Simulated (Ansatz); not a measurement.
Computed with Ansatz on PBE0-D4/def2-TZVP structures; ΔE is electronic, products minus reactants. CCSD(T)/CBS adds triple-zeta CCSD(T) − MP2 to the extrapolated MP2 energy (def2 sets, frozen cores). def2 core potentials past Kr. For Te outer-core shells are correlated without core-valence functions, which leaves a few kJ/mol of doubt a bond. One conformer a species, not always the lowest.

Consider the redistribution: `OC([SiH3])[TeH]` + `[SiH3]NCS` → `SC[TeH]` + `OC([SiH3])N[SiH3]`.

```json
{"species": "`OC([SiH3])[TeH]`", "HF/CBS(def2) energy (Eh)": "-672.20292"}
{"species": "`[SiH3]NCS`", "HF/CBS(def2) energy (Eh)": "-782.95592"}
{"species": "`SC[TeH]`", "HF/CBS(def2) energy (Eh)": "-704.75542"}
{"species": "`OC([SiH3])N[SiH3]`", "HF/CBS(def2) energy (Eh)": "-750.40955"}
```

Problem. Work out ΔE.

Solution. ΔE = (-704.75542) + (-750.40955) − (-672.20292) − (-782.95592) = -0.00613 Eh = -3.8 kcal/mol. CCSD(T)/CBS gives -2.6 kcal/mol.

Largest T1 diagnostic among the species: 0.012.

In def2-TZVPP, CCSD(T) changes the Hartree–Fock value by +1.0 kcal/mol (the triples alone add +0.3 kcal/mol) and MP2 by +1.0 kcal/mol.
